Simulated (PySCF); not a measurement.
HO4Re, singlet, geometry from GFN2-xTB of the parent state (such geometries of metal compounds can be far from the true shape) (the multiplicity is a formal guess) (core potentials on Re); DF-CAMB3LYP/def2-SVP (PySCF).

Input for PySCF:
```python
from pyscf import gto, scf, dft

mol = gto.Mole()
mol.atom = '''
    Re    0.03578640   -0.02883254   -0.10313258
    O     1.12264555    0.96699777   -0.91313413
    O     0.63725458   -0.43904940    1.52962609
    O    -0.61885758   -1.38001878   -0.86127528
    O    -1.33372315    1.01112209    0.97258712
    H    -1.14253492    0.89002731    1.91251316
'''
mol.basis = 'def2-svp'
mol.ecp = {'Re': 'def2-svp'}
mol.verbose = 5
mol.build()

mf = dft.RKS(mol)
mf.xc = 'camb3lyp'
mf = mf.density_fit(auxbasis='def2-universal-jkfit')
mf.kernel()
```

Q: Predict the main parts of the log of this PySCF run.

A: 
```
PySCF version 2.14.0

[INPUT] verbose = 5
[INPUT] max_memory = 4000
[INPUT] num. atoms = 6
[INPUT] num. electrons = 48
[INPUT] charge = 0
[INPUT] spin (= nelec alpha-beta = 2S) = 0
[INPUT] symmetry False subgroup None
[INPUT] Mole.unit = angstrom
[INPUT] Symbol           X                Y                Z      unit          X                Y                Z       unit  Magmom
[...]
[INPUT] ---------------- BASIS SET ----------------
[INPUT] l, kappa, [nprim/nctr], expnt,             c_1 c_2 ...
[INPUT] O
[...]
                                340.87010191      -0.03989003923
                                77.363135167      -0.17853911985
                                21.47964494       -0.46427684959
                                6.6589433124      -0.44309745172
[...]
                                3.863550544       0.23094120765
                                1.0480920883      0.51375311064
[...]
[INPUT] Re
[...]
                                12.324075         1.9371421121
[...]
                                6.350206          -0.76096056536
                                1.3311713455      0.53252276765
                                0.62659600547     0.5148304504
[...]
                                1.8487943286      0.18067495215
                                0.78702048429     0.45160766937
                                0.32069843172     0.432612362657
[...]
[INPUT] H
[...]
                                1.9622572         0.13796524
                                0.44453796        0.47831935
[...]
nuclear repulsion = 224.729231463934
number of shells = 39
number of NR pGTOs = 160
number of NR cGTOs = 93
basis = def2-svp
ecp = {'Re': 'def2-svp'}

******** <class 'pyscf.df.df_jk.DFRKS'> ********
method = DFRKS
initial guess = minao
damping factor = 0
level_shift factor = 0
DIIS = <class 'pyscf.scf.diis.CDIIS'>
diis_start_cycle = 1
diis_space = 8
diis_damp = 0
SCF conv_tol = 1e-09
SCF conv_tol_grad = None
SCF max_cycles = 50
direct_scf = False
XC library pyscf.dft.libxc version 7.1.2
    S. Lehtola, C. Steigemann, M. J. T. Oliveira, and M. A. L. Marques,  SoftwareX 7, 1–5 (2018)
XC functionals = camb3lyp
    T. Yanai, D. P. Tew, and N. C. Handy,  Chem. Phys. Lett. 393, 51 (2004)
radial grids:
    Treutler-Ahlrichs [JCP 102, 346 (1995); DOI:10.1063/1.469408] (M4) radial grids

becke partition: Becke, JCP 88, 2547 (1988); DOI:10.1063/1.454033
pruning grids: <function nwchem_prune>
grids dens level: 3
symmetrized grids: False
[...]
  1.63153106e+00  1.80007581e+00  2.26290985e+00  2.62134684e+00
  2.63145341e+00  2.64500375e+00  2.66586588e+00  2.66851550e+00
  2.68556044e+00  2.72892710e+00  2.76165506e+00  2.76999544e+00
  2.80381665e+00  2.90654148e+00  2.91666450e+00  2.95955403e+00
  3.00236668e+00  3.04507243e+00  3.05292177e+00  3.20062064e+00
  3.29792657e+00  3.41423661e+00  3.75092731e+00  6.44438638e+01
  5.03948061e+02]
nelec by numeric integration = 48.000009317807695
E1 = -993.2070714655155  E2 = 389.0197842146566  Ecoul = 431.8565456943777  Exc = -42.83676147972109
cycle= 14 E= -379.458055786925  delta_E= -2.75e-10  |g|= 1.17e-05  |ddm|= 3.46e-05
[...]
  mo_energy =
[-1.92845950e+01 -1.92827753e+01 -1.92826668e+01 -1.92565235e+01
 -3.49133162e+00 -2.05245827e+00 -2.04252644e+00 -2.03289961e+00
 -1.08562025e+00 -1.06683472e+00 -1.03926481e+00 -1.03322764e+00
 -6.01539471e-01 -5.78775819e-01 -5.74497743e-01 -5.58275324e-01
 -5.41443303e-01 -5.23519956e-01 -4.55810383e-01 -4.45165683e-01
 -4.36185384e-01 -4.27415973e-01 -4.13407770e-01 -4.10966919e-01
 -1.38814176e-01 -7.73402603e-02 -4.62650389e-02 -2.05539586e-03
  2.92941381e-02  5.08968997e-02  8.19991406e-02  9.34550035e-02
  1.06793920e-01  1.69809084e-01  2.64674689e-01  3.28134110e-01
  3.38028392e-01  3.65950295e-01  3.77987061e-01  4.19544442e-01
  6.50105587e-01  7.26875685e-01  8.00304019e-01  8.06358691e-01
  9.66813729e-01  9.70400409e-01  9.94219580e-01  1.00031562e+00
  1.00520065e+00  1.01506609e+00  1.02288716e+00  1.10031918e+00
  1.10102021e+00  1.11354022e+00  1.12247727e+00  1.15665312e+00
  1.18081440e+00  1.22918479e+00  1.24881834e+00  1.25620122e+00
  1.32285513e+00  1.34480912e+00  1.37085042e+00  1.44983537e+00
  1.48131044e+00  1.50382861e+00  1.52729893e+00  1.61503169e+00
  1.63153029e+00  1.80007581e+00  2.26291014e+00  2.62134654e+00
  2.63145344e+00  2.64500383e+00  2.66586588e+00  2.66851510e+00
  2.68556072e+00  2.72892694e+00  2.76165465e+00  2.76999563e+00
  2.80381704e+00  2.90654124e+00  2.91666418e+00  2.95955354e+00
  3.00236629e+00  3.04507212e+00  3.05292137e+00  3.20062081e+00
  3.29792603e+00  3.41423632e+00  3.75092699e+00  6.44438618e+01
  5.03948060e+02]
nelec by numeric integration = 48.00000931782883
E1 = -993.2070924898619  E2 = 389.0198052390992  Ecoul = 431.85656566357284  Exc = -42.83676042447365
Extra cycle  E= -379.458055786829  delta_E= 9.62e-11  |g|= 2.76e-05  |ddm|= 2.77e-05
converged SCF energy = -379.458055786829
```
